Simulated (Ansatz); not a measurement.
**A small benchmark: atomisation enthalpy at 298 K**

6 molecules holding an element past argon; the atomisation enthalpy at 298 K in kJ/mol, computed less measured. Shapes, held fixed at every level: PBE0-D4/def2-TZVP. Thermal terms are harmonic and unscaled (PBE0-D4/def2-TZVP); the spin-orbit lowering of the free atoms is taken from their spectra. Programs: Ansatz 0.2.0. Measured values: Active Thermochemical Tables, CRC Handbook of Chemistry and Physics.

Levels: A = HF/def2-SVP; B = r2SCAN/STO-3G; C = PBE0-D4/def2-TZVPP; D = CCSD(T)/def2-TZVPP.

```json
{"molecule": "HBr (hydrogen bromide)", "from tabulated heats": "366", "A": "-121", "B": "+57", "C": "-9", "D": "-6"}
{"molecule": "IBr (SMILES BrI)", "from tabulated heats": "178", "A": "-168", "B": "+36", "C": "-7", "D": "-31"}
{"molecule": "HI (hydrogen iodide)", "from tabulated heats": "298", "A": "-122", "B": "+67", "C": "-13", "D": "-8"}
{"molecule": "H2Se (SMILES [SeH2])", "from tabulated heats": "633", "A": "-207", "B": "+179", "C": "+1", "D": "+3"}
{"molecule": "CH3Br (bromomethane)", "from tabulated heats": "1519", "A": "-407", "B": "+331", "C": "+1", "D": "-35"}
{"molecule": "CH3I (methyl iodide)", "from tabulated heats": "1463", "A": "-413", "B": "+329", "C": "-4", "D": "-38"}
```

Task: Sum up the errors.

Result: 
```
             level                   kind  mean error  mean absolute error  worst case
       HF/def2-SVP           Hartree–Fock      -239.7                239.7        CH3I
     r2SCAN/STO-3G               meta-GGA      +166.5                166.5       CH3Br
PBE0-D4/def2-TZVPP          global hybrid        -5.2                  5.8          HI
CCSD(T)/def2-TZVPP  coupled cluster or CI       -19.2                 20.2        CH3I
```

On this set PBE0-D4/def2-TZVPP has the smallest mean absolute error and HF/def2-SVP the largest. HF/def2-SVP is too low in 6 of 6; r2SCAN/STO-3G is too high in 6 of 6; PBE0-D4/def2-TZVPP is too low in 4 of 6; CCSD(T)/def2-TZVPP is too low in 5 of 6. The heats of H2Se come from older tables and can be uncertain by 10 kJ/mol or more. The molecules' own spin-orbit binding is left out, so errors for heavy halides read too negative. Heats of the atoms come from ATcT where it has them. The levels differ in basis as well as in method. With so many references in doubt the order of the levels isn't settled. For r2SCAN/STO-3G the error tends to grow with the atomisation enthalpy. Hartree–Fock lacks correlation and underbinds. Correlated wave functions converge slowly with the basis. For atoms past krypton def2 sets carry core potentials with scalar relativity. All-electron rows are non-relativistic unless named. Relativity is left out for Br, Se. Outer-core shells of Br, I, Se are correlated, in sets that cover them unevenly. The set is small.
